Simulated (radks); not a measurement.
The technetium ion Tc9+ is in [Ar] 3d10 4s2 4p(1/2: 2, 3/2: 2). All-electron calculation, Dirac Kohn-Sham, relativistic LDA (MacDonald-Vosko exchange, VWN5 correlation), spin-unpolarised, spherical densities, finite nucleus; Fermi nuclear charge, rms radius of each element as measured or else 0.836 A^(1/3) + 0.57 fm. Program: a radial shooting solver on a logarithmic mesh with Libxc functionals. Sub-shells are occupied by j as written (lower j first in brackets). One electron is removed from 3d5/2, 4p3/2, 4s1/2, 4p1/2 in turn, with full relaxation. Which removal costs least, and what does each cost?

Answer. 4p3/2 192.64 eV; 4p1/2 196.68 eV; 4s1/2 225.40 eV; 3d5/2 428.80 eV. The 4p3/2 electron leaves first.
